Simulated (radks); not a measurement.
Values are calculated unless marked as measured or tabulated.
Mean orbital radii <r> (bohr) of the tin ion Sn+, [Kr] 4d10 5s2 5p1, of relativity; Dirac values are averaged over j with weights 2j + 1. Spin-unpolarised spherical Kohn-Sham, LDA (Slater exchange, Perdew-Wang correlation), point nucleus unless stated (finite: rms radius 4.6519 fm), a radial shooting solver on a logarithmic mesh with Libxc functionals. A level marked "c x" has the speed of light scaled by that factor and shares open shells by 2j + 1; other Dirac levels either fill j = l - 1/2 first or share by 2j + 1.

shell       non-rel.
2s            0.1315
2p            0.1121
3s            0.3532
3p            0.3440
3d            0.3149
4s            0.8490
4p            0.8989
4d             1.088
5s             2.383
5p             2.899
6s (empty)     6.015
4f (empty)     14.14

Give the values at the level "Dirac, low j first".

Answer. 
shell       Dirac, low j first  change of magnitude (%)
2s                      0.1252                    -4.81
2p                      0.1094                    -2.42
3s                      0.3397                    -3.84
3p                      0.3378                    -1.81
3d                      0.3149                    0.00
4s                      0.8183                    -3.61
4p                      0.8854                    -1.50
4d                       1.099                    +1.01
5s                       2.299                    -3.53
5p                       2.880                    -0.66
6s (empty)               5.898                    -1.93
4f (empty)               14.61                    +3.35
